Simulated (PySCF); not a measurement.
The numbers are results of PySCF with TPSSh-D3(BJ)/def2-TZVP // CAM-B3LYP-D3(BJ)/def2-TZVP, not measurements. All species are isolated molecules in the gas phase. One relaxed conformer stands for a flexible species; it need not be the lowest. Delta-SCF ions had no search for a lower state. Excitations are Tamm–Dancoff values on a coarser integration grid. The basis has no diffuse functions, so Rydberg states are missing or too high.

Reference species (SMILES): `NB(O)O` (O–B–O–H torsion 0°, O–B–O–H torsion 180°) (neutral, multiplicity 1).

| Property | Value |
|---|---|
| S1 oscillator strength | 0.009 |
| S1 excitation (TDA) | 6.50 eV |
| vertical ionisation energy (Delta-SCF) | 9.87 eV |

Changed species: `NB(N)O` (N–B–O–H torsion 180°) (2 of 3 OH replaced by NH2; the reference has 1 of 3 OH replaced by NH2).

Task: Give the shifts of the S1 oscillator strength, S1 excitation (TDA) and vertical ionisation energy (Delta-SCF).

Result: the S1 oscillator strength is nearly the same; the S1 excitation (TDA) falls by 0.57 eV, to 5.93 eV; the vertical ionisation energy (Delta-SCF) falls by 0.96 eV, to 8.91 eV.
